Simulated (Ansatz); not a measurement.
`F[CH]1[CH2][Al]1[SiH3]` → `F/[C]([AlH2])=C\[SiH3]`  (isomerisation)

Computed with Ansatz on PBE0-D4/def2-TZVP structures; ΔE is electronic, products minus reactants. CBS: MP2 limit from def2 TZ/QZ plus the TZ coupled-cluster correction, frozen cores. Functionals use def2-TZVPP. B3LYP here is the variant with VWN-RPA as its local correlation; programs differ in this.

`F[CH]1[CH2][Al]1[SiH3]`:

```xyz
11

F    -1.654   -0.340   -2.424
C    -1.175   -0.809   -1.213
C    -1.783   -0.197    0.052
Al    0.140   -0.083    0.003
Si    2.261    0.692    0.924
H    -1.253   -1.900   -1.207
H    -2.562   -0.735    0.588
H    -2.092    0.842   -0.127
H     3.285    0.892   -0.135
H     2.762   -0.333    1.881
H     2.071    1.972    1.659
```

`F/[C]([AlH2])=C\[SiH3]`:

```xyz
11

F     0.765    1.338    0.889
C     0.754    0.121    0.275
Al    2.422   -0.913    0.231
C    -0.401   -0.282   -0.256
Si   -1.980    0.718   -0.203
H     2.325   -2.314   -0.498
H     3.747   -0.354    0.887
H    -0.386   -1.255   -0.740
H    -1.798    2.025   -0.885
H    -2.401    0.963    1.200
H    -3.047   -0.046   -0.900
```

```tsv
level	ΔE (eV)
B2PLYP	-0.95
PBE	-0.57
B3LYP	-0.92
HF/def2-TZVPP	-1.32
MP2/def2-TZVPP	-0.91
CCSD(T)/def2-TZVPP	-0.92
HF/def2-QZVPP	-1.33
HF/CBS(def2)	-1.33
```

Question: What does CCSD(T)/CBS give? (Estimate.)

Answer: Ansatz gave: -0.89 eV. The listed levels differ from it by -0.06, 0.32, -0.03, -0.43, -0.02, -0.03, -0.44, -0.44 eV.

Largest T1 diagnostic among the species: 0.014.

In def2-TZVPP, CCSD(T) changes the Hartree–Fock value by +0.41 eV (the triples alone add +0.02 eV) and MP2 by +0.41 eV. The D4 term adds −0.06 eV with B3LYP and −0.03 eV with PBE0; it sums over pairs of atoms, weighted by their polarisabilities, and B3LYP, whose exchange is more repulsive, gets the larger term.
